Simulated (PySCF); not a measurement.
The numbers are results of ωB97X-D3(BJ)/def2-TZVP // PBE0-D3(BJ)/def2-TZVP (PySCF), not measurements. Isolated molecules, 0 K electronic values unless said otherwise. Excitations are Tamm–Dancoff values on a coarser integration grid. The basis has no diffuse functions, so Rydberg states are missing or too high.

Reference species (SMILES): `O=[si]1cc1` (neutral, multiplicity 1).

- T1 excitation (TDA): 4.51 eV
- S1 excitation (TDA): 5.19 eV

Changed species: `[SiH2]=C=C=O`.

Give the shifts of the T1 excitation (TDA) and S1 excitation (TDA).

the T1 excitation (TDA) falls by 2.11 eV, to 2.40 eV; the S1 excitation (TDA) decreases by 2.60 eV, to 2.59 eV.
